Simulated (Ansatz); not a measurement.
`F[Si](F)(F)[SeH]` + HI → `F[Si](F)(F)I` + H₂Se at 400 K and 1 bar (ligand exchange at the Si–Se bond).

Gas-phase electronic energies from Ansatz, PBE0-D4/def2-TZVP geometries. CCSD(T)/CBS is the MP2 limit (def2-TZVPP, def2-QZVPP) plus CCSD(T) − MP2 in def2-TZVPP, frozen cores. def2 core potentials past Kr. For I, Se outer-core shells are correlated without core-valence functions, which leaves a few kJ/mol of doubt a bond. Scalar relativity is left out up to krypton. Each species was taken in one conformer, which may not be the lowest.

| species | CCSD(T)/CBS energy (Eh) | H − E (kJ/mol) | S (J/(mol·K)) |
| --- | --- | --- | --- |
| `F[Si](F)(F)[SeH]` | -2990.00244 | 76.2 | 374.4 |
| HI | -298.03592 | 25.7 | 215.0 |
| `F[Si](F)(F)I` | -886.14639 | 53.4 | 353.5 |
| H₂Se | -2401.89790 | 49.4 | 229.5 |

H − E and S are ideal-gas, rigid-rotor, harmonic terms from PBE0-D4/def2-TZVP, for one conformer and one mirror image of each species. 1 Eh = 2625.50 kJ/mol, R = 8.31446 J/(mol·K).

Q: By hand: ΔE, ΔH, ΔS and ΔG.

A: ΔE = (-886.14639) + (-2401.89790) − (-2990.00244) − (-298.03592) = -0.00593 Eh = -15.6 kJ/mol. Δ(H − E) = 53.4 + 49.4 − 76.2 − 25.7 = 0.9, so ΔH = -14.7 kJ/mol. ΔS = 353.5 + 229.5 − 374.4 − 215.0 = -6.4 J/(mol·K). ΔG = -14.7 − 400 × (-6.4)/1000 = -12.1 kJ/mol.

Q: By hand: the equilibrium constant, and the temperature at which ΔG would vanish if ΔH and ΔS stayed fixed.

A: log₁₀ K = −ΔG/(RT ln 10) = 1.6. ΔG = 0 at ΔH/ΔS = 2297 K, though so small a ΔS makes that figure unsure.

The number of gas molecules stays the same, so ΔS is small and ΔH decides. A doubt of 5 kJ/mol in ΔE shifts log₁₀ K by 0.7 here. Other conformers and mirror images would add mixing entropy, several J/(mol·K) or more a flexible species. These are equilibria of isolated gas molecules and say nothing of rates. Largest T1 diagnostic: 0.011 (customary marks: 0.02 for closed shells, 0.045 for open ones).
